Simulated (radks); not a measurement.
Problem. All-electron atom: Tc I in [Ar] 3d10 4s2 4p5 4d5 5s2 6s1 (not the ground configuration). Calculated with a radial shooting solver on a logarithmic mesh with Libxc functionals: Dirac Kohn-Sham, RPBE, spin-unpolarised, spherical densities, point nucleus; open shells are shared between the two j in proportion to 2j + 1. Some entries of the table are withheld. Estimate them.

orbital     occ.  eigenvalue (eV)  <r^2> (bohr^2)  <r> (bohr)
1s1/2          2        -20871.75        0.001586     0.03428
2s1/2          2              (1)         0.02631      0.1492
2p1/2          2        -2754.684         0.01983      0.1271
2p3/2          4        -2636.425         0.02119      0.1318
3s1/2          2        -529.4875             (2)      0.4149
3p1/2          2              (3)             (4)      0.4088
3p3/2          4              (5)             (6)      0.4194
3d3/2          4        -262.9570          0.1889      0.3967
3d5/2          6        -259.1524          0.1920      0.4001
4s1/2          2         -82.8095           1.246       1.049
4p1/2    1.66667         -56.4992           1.476       1.136
4p3/2    3.33333         -53.4654           1.551       1.165
4d3/2          2         -14.5253           2.889       1.555
4d5/2          3         -14.1884           2.946       1.570
5s1/2          2          -9.2489           9.613       2.911
5p1/2          0          -4.5159           15.94       3.707
5p3/2          0          -4.2650           16.99       3.825
6s1/2          1          -1.5041           80.55       8.513
5d3/2          0              (7)           101.5       9.409
5d5/2          0              (8)           102.3       9.447

Solution. 
(1) 2s1/2 eigenvalue (eV): -2986.802
(2) 3s1/2 <r^2> (bohr^2): 0.1973
(3) 3p1/2 eigenvalue (eV): -440.3095
(4) 3p1/2 <r^2> (bohr^2): 0.1946
(5) 3p3/2 eigenvalue (eV): -420.5251
(6) 3p3/2 <r^2> (bohr^2): 0.2046
(7) 5d3/2 eigenvalue (eV): -0.6042
(8) 5d5/2 eigenvalue (eV): -0.5999
